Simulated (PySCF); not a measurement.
CH3FOSn, SMILES C[O][Sn][F] (connectivity only; charge and spin as stated), neutral, multiplicity 1.

Geometry: B3LYP-D3(BJ)/def2-SVP. The def2 effective core potentials stand for the cores of Sn; spin–orbit coupling is left out. Other conformers were not sampled.

Computed with CAM-B3LYP/def2-TZVPD (PySCF).

Symmetry labels are those of the subgroup Cs that the program uses (full group Cs).

Computed valence orbital energies around the gap with their symmetry:
```csv
orbital,symmetry,energy (eV)
HOMO−7,A',-13.65
HOMO−6,A",-13.65
HOMO−5,A',-13.40
HOMO−4,A",-12.16
HOMO−3,A',-11.95
HOMO−2,A',-10.34
HOMO−1,A",-9.32
HOMO,A',-9.24
LUMO,A",-1.57
LUMO+1,A',0.08
LUMO+2,A',0.67
LUMO+3,A',0.80
```
